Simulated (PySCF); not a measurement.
# How exact exchange moves a shielding

Molecule: `C(CCB)=C`, C4H9B.

Bonds (- single, = double, # triple, : aromatic): B1-C2 1.556 Å, C2-C3 1.530 Å, C3-C4 1.496 Å, C4=C5 1.334 Å. B1 carries H6, H7; C2 carries H8, H9; C3 carries H10, H11; C4 carries H12; C5 carries H13, H14. H14 is cis to C3; H13 is trans to C3.

GIAO shieldings (ppm, equivalent atoms averaged) in PySCF 2.14.0 with density-fitted response routines on the PBE0-D3(BJ)/def2-SVP geometry, basis pcSseg-1, gas phase, non-relativistic:

```csv
functional,exact exchange (%),σ(B1),σ(C2),σ(C3)
BLYP,0,-0.3,134.7,134.9
BP86,0,3.5,139.9,140.6
PBE,0,1.2,139.6,140.6
B3LYP,20,5.4,141.3,140.9
PBE0,25,8.8,147.5,147.5
BHandHLYP,50,14.0,149.4,148.3
HF,100,31.5,161.2,159.1
```

Q: Fit each shielding as a line in the percentage of exact exchange.

A: σ(B1) = 0.9 + 0.30 x (rms 1.4 ppm); σ(C2) = 138.4 + 0.23 x (rms 2.1 ppm); σ(C3) = 138.9 + 0.20 x (rms 2.4 ppm). The functionals also differ in their semilocal parts, which the line can't hold; Hartree–Fock has no correlation at all.

Q: What does the line predict for mPW1PW91 (25 %), and what does the run give?

A: σ(B1): 8.4 predicted, 9.9 computed; σ(C2): 144.2 predicted, 147.3 computed; σ(C3): 143.9 predicted, 146.9 computed ppm.
